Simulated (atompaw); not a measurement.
## What one change does to a pseudopotential (rhenium, PAW (atompaw))

* Element: Re (Z = 75)
* Generator: atompaw 4.2.0.5
* Type: PAW
* Functional: LDA (PW92)
* Relativity: non-relativistic
* Frozen core: [Kr] 4d10
* Valence charge: 29
* Reference configuration: 4f14 5s2 5p6 5d5 6s2 6p0
* Partial waves: 5s (bound): rc 2.05 bohr; 6s (bound): rc 2.10 bohr; 5p (bound): rc 1.40 bohr; 6p (bound, empty): rc 2.10 bohr; 5d (bound): rc 2.10 bohr; 5d channel at 1.3 Ry: rc 2.10 bohr; 4f (bound): rc 0.95 bohr; 4f channel at -0.4 Ry: rc 0.95 bohr
* Local potential: troulliermartins scheme with l = 4 at 0 Ry, radius 1.45 bohr
* Core correction: smooth core density matched at 1.30 bohr
* Augmentation charge: sinc compensation charge, radius 1.90 bohr; PAW radius 2.10 bohr; waves and projectors: custom polynom gramschmidtortho

Change: local potential ultrasoft scheme with l = 4 at 0 Ry, radius 1.45 bohr.

Cutoffs: the cutoffs (Ry, on a coarse ladder) from which the occupation-weighted sum of valence levels, in a spherical-Bessel basis at the reference potential, stays within 10 and 1 mRy of its value at 400 Ry; they do not see the model core or the augmentation charge, which bear on the density cutoff.

Task: What does the change do?

Result: The range in which the s phases agree widens (upper end 1.8 → 4.8); neither file shows a bound ghost.

| quantity | base | changed |
| --- | --- | --- |
| cutoff, loose | 300 Ry | 300 Ry |
| cutoff, tight | over 300 Ry | over 300 Ry |
| bound ghosts | none | none |
| s: phases at 2.10 bohr within 0.05 rad from the reference energy up to (Ry; the scan ends near 5) | 1.8 | 4.8 |
| p: phases at 2.10 bohr within 0.05 rad from the reference energy up to (Ry; the scan ends near 5) | 1.7 | 1.9 |
| d: phases at 2.10 bohr within 0.05 rad from the reference energy up to (Ry; the scan ends near 5) | to the end of the scan | to the end of the scan |
| f: phases at 2.10 bohr within 0.05 rad from the reference energy up to (Ry; the scan ends near 5) | to the end of the scan | to the end of the scan |
| lowest overlap eigenvalue by channel | s 0.64, p 0.65, d 0.91, f 0.99 | s 0.69, p 0.65, d 0.91, f 0.97 |

 The cutoffs see the waves, projectors and local potential, not the compensation charge or the core.
